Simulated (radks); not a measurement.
Nd2+, configuration [Xe] 4f1.5 5d2 6s0.5 (fractional occupations, a model configuration).

All-electron calculation, Dirac Kohn-Sham, LDA (Slater exchange, Perdew-Wang correlation), spin-unpolarised, spherical densities, finite nucleus; open shells are shared between the two j in proportion to 2j + 1; Fermi nuclear charge, rms radius 4.9123 fm. Program: a radial shooting solver on a logarithmic mesh with Libxc functionals.

Energy parts (hartree):
part                       energy
total                  -9621.1896
kinetic                10372.7307
electron-nucleus      -23446.4106
Hartree                 3667.2665
exchange-correlation    -214.7763

Orbitals (lengths in bohr, moments of r in powers of bohr):
| orbital | occ. | eigenvalue (hartree) | <1/r> | small-component weight |
|---|---|---|---|---|
| 1s1/2 | 2 | -1592.950 | 65.99 | 4.95e-02 |
| 2s1/2 | 2 | -258.6376 | 15.62 | 1.08e-02 |
| 2p1/2 | 2 | -244.8620 | 15.61 | 1.09e-02 |
| 2p3/2 | 4 | -225.7794 | 14.03 | 1.02e-02 |
| 3s1/2 | 2 | -57.17279 | 5.654 | 3.34e-03 |
| 3p1/2 | 2 | -51.27423 | 5.572 | 3.29e-03 |
| 3p3/2 | 4 | -47.46909 | 5.175 | 3.10e-03 |
| 3d3/2 | 4 | -37.14816 | 5.047 | 2.98e-03 |
| 3d5/2 | 6 | -36.32556 | 4.947 | 2.92e-03 |
| 4s1/2 | 2 | -12.36089 | 2.369 | 1.06e-03 |
| 4p1/2 | 2 | -10.12662 | 2.268 | 9.93e-04 |
| 4p3/2 | 4 | -9.28068 | 2.135 | 9.27e-04 |
| 4d3/2 | 4 | -5.58982 | 1.926 | 7.81e-04 |
| 4d5/2 | 6 | -5.43774 | 1.893 | 7.63e-04 |
| 4f5/2 | 0.642857 | -1.18093 | 1.433 | 4.62e-04 |
| 4f7/2 | 0.857143 | -1.16135 | 1.422 | 4.56e-04 |
| 5s1/2 | 2 | -2.34313 | 0.9576 | 2.55e-04 |
| 5p1/2 | 2 | -1.69356 | 0.8579 | 2.09e-04 |
| 5p3/2 | 4 | -1.55577 | 0.8103 | 1.92e-04 |
| 5d3/2 | 0.8 | -0.68595 | 0.5816 | 1.02e-04 |
| 5d5/2 | 1.2 | -0.67175 | 0.5714 | 9.93e-05 |
| 6s1/2 | 0.5 | -0.59025 | 0.3797 | 5.01e-05 |

The highest occupied level is 6s1/2 at -16.062 eV. The density falls to 0.001 e/bohr^3 at r = 4.20 bohr. Summed over all electrons, <r^2> = 51.84 bohr^2, which gives a Langevin (diamagnetic) susceptibility term of -41.1 x 10^-6 cm^3/mol. The electron density at the nucleus is 4.518e+05 e/bohr^3.
